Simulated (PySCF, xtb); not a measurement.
Pb(Br)(OH) (BrHOPb), SMILES [Pb]([Br])[OH] (connectivity only; charge and spin as stated), neutral, multiplicity 1. Other conformers were not sampled.

Harmonic wavenumbers (cm⁻¹) from GFN2-xTB (xtb) at its own minimum, in rising order: 102, 204, 325, 354, 552, 3738.

What does B3LYP-D3(BJ)/def2-TZVP run with PySCF give at its own minimum? (The exact figures need the calculation; the answer reports its results.)

119, 204, 343, 524, 700, 3797. Paired by order, the mean absolute difference is 69 cm⁻¹ and the zero-point energies are 7.5 and 8.1 kcal/mol.
